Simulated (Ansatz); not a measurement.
Calculated with Ansatz (gas phase, PBE0-D4/def2-TZVP geometries, no zero-point term in ΔE). CCSD(T)/CBS is the MP2 limit (def2-TZVPP, def2-QZVPP) plus CCSD(T) − MP2 in def2-TZVPP, frozen cores. Functionals use def2-TZVPP. B3LYP here is the variant with VWN-RPA as its local correlation; programs differ in this. For Se outer-core shells are correlated without core-valence functions, which leaves a few kJ/mol of doubt a bond. Scalar relativity is left out up to krypton. Each species was taken in one conformer, which may not be the lowest.

`C[Se][Se]C` + `B[Se][SiH2]C` → `C[SiH2][Se][Se]C` + `B[Se]C`  (redistribution)

Problem. Is it downhill or uphill in electronic energy at CCSD(T)/CBS, and by how much? (Best estimate.)

Solution. The calculation gave: Downhill: ΔE = -7.4 kJ/mol.

Problem. What do these levels give: PBE-D4, PBE0-D4, B3LYP-D4, ωB97M-V, B2PLYP, PBE0, HF/def2-TZVPP, MP2/def2-TZVPP, SCS-MP2/def2-TZVPP, CCSD/def2-TZVPP, HF/def2-QZVPP, MP2/CBS(def2)? (Estimate.)

Solution. Computed: PBE-D4 -8.9, PBE0-D4 -8.0, B3LYP-D4 -7.6, ωB97M-V -7.2, B2PLYP -5.6, PBE0 -6.3, HF/def2-TZVPP -0.6, MP2/def2-TZVPP -6.8, SCS-MP2/def2-TZVPP -5.7, CCSD/def2-TZVPP -6.0, HF/def2-QZVPP -0.3, MP2/CBS(def2) -7.1 kJ/mol.

Largest T1 diagnostic among the species: 0.013.

In def2-TZVPP, CCSD(T) changes the Hartree–Fock value by −6.5 kJ/mol (the triples alone add −1.1 kJ/mol) and MP2 by −6.2 kJ/mol.
